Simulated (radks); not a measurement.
Question: Sn+, 49 electrons, occupied as [Kr] 4d10 5s2 5p1 (the NIST ground configuration). Method: scalar-relativistic Kohn-Sham, Slater X-alpha with alpha = 0.942, spin-unpolarised, spherical densities, finite nucleus; Fermi nuclear charge, rms radius 4.6519 fm; computed with a radial shooting solver on a logarithmic mesh with Libxc functionals. Some entries of the table are withheld. Estimate them.

orbital  occ.  eigenvalue (eV)  <1/r> (bohr^-1)  <r^2> (bohr^2)
1s          2        -29171.35            53.14        0.001140
2s          2              (1)            12.15         0.01846
2p          6        -3998.068            11.70         0.01453
3s          2        -873.0865            4.330          0.1301
3p          6        -727.3832            4.129          0.1303
3d         10        -501.8912              (2)          0.1148
4s          2              (3)            1.716          0.7422
4p          6        -104.4196            1.562          0.8708
4d         10         -39.2387            1.255           1.332
5s          2         -19.9259           0.5839             (4)
5p          1         -11.6990           0.4681           8.442

Answer: 
(1) 2s eigenvalue (eV): -4440.304
(2) 3d <1/r> (bohr^-1): 3.905
(3) 4s eigenvalue (eV): -149.0161
(4) 5s <r^2> (bohr^2): 5.536
